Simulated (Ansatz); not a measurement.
Two isomers of C2H6GeO2: A = `[GeH3][O]C1CO1`, B = `C[O][Ge][O]C`.

Program: Ansatz. Geometries: PBE0-D4/def2-TZVP. ΔE: electronic, gas phase. CCSD(T)/CBS is the MP2 limit (def2-TZVPP, def2-QZVPP) plus CCSD(T) − MP2 in def2-TZVPP, frozen cores. Functionals use def2-TZVPP. B3LYP here is the variant with VWN-RPA as its local correlation; programs differ in this. For Ge outer-core shells are correlated without core-valence functions, which leaves a few kJ/mol of doubt a bond. Scalar relativity is left out up to krypton. Each species was taken in one conformer, which may not be the lowest.

Which isomer does CCSD(T)/CBS put lower? Give the gap. (Best estimate.)

Computed: B, by 194.1 kJ/mol.

Give E(B) − E(A) in kJ/mol with B3LYP-D4, HF/def2-TZVPP, PBE0-D4, MP2/def2-TZVPP, B3LYP, CCSD(T)/def2-TZVPP, r2SCAN-D4. (An estimate is asked.)

The calculation gave: B3LYP-D4 -210.3, HF/def2-TZVPP -183.2, PBE0-D4 -176.5, MP2/def2-TZVPP -178.5, B3LYP -209.0, CCSD(T)/def2-TZVPP -178.9, r2SCAN-D4 -179.6. None reverses the order clearly.

Largest T1 diagnostic: 0.015.

In def2-TZVPP, CCSD(T) changes the Hartree–Fock value by +4.3 kJ/mol (the triples alone add −0.0 kJ/mol) and MP2 by +4.6 kJ/mol. From PBE to PBE0 (25 % exact exchange), in def2-TZVPP and without D4, E(B) − E(A) moves by +11.9 kJ/mol.
